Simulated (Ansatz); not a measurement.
Start from `NC1[SiH2]S1` and change one atom or group to get `C1[SiH2]S1`.

Ansatz, PBE0-D4/def2-TZVP geometries, multiplicity 1. Each molecule was computed in one conformer, which needn't be the lowest.

```tsv
property	`NC1[SiH2]S1`
size of the dipole moment (PBE/def2-TZVPP) / D	1.49
HOMO energy (PBE/def2-TZVPP) / eV	-5.52
LUMO energy (PBE/def2-TZVPP) / eV	-1.12
size of the dipole moment (ωB97M-V/def2-TZVPP) / D	1.37
HOMO–LUMO gap (ωB97M-V/def2-TZVPP) / eV	10.24
size of the dipole moment (B3LYP/def2-TZVPP) / D	1.44
```

**Question.** Give the same properties after the change, and the shifts. (An estimate is asked.)

**Answer.** The calculation gave: 
```csv
property,`C1[SiH2]S1`,shift
size of the dipole moment (PBE/def2-TZVPP) / D,1.62,0.13
HOMO energy (PBE/def2-TZVPP) / eV,-5.79,-0.27
LUMO energy (PBE/def2-TZVPP) / eV,-1.22,-0.10
size of the dipole moment (ωB97M-V/def2-TZVPP) / D,1.77,0.40
HOMO–LUMO gap (ωB97M-V/def2-TZVPP) / eV,10.51,0.27
size of the dipole moment (B3LYP/def2-TZVPP) / D,1.75,0.31
```

With PBE0 the HOMO falls by 0.28 eV and the LUMO falls by 0.09 eV, so the gap widens by about 0.19 eV. PBE moves the HOMO by -0.27 eV and ωB97M-V by -0.33 eV. The zero-point energy changes by -46.2 kJ/mol with -6 modes. Dipoles are sizes alone; their direction can turn.

B3LYP here is the variant with VWN-RPA as its local correlation; programs differ in this.
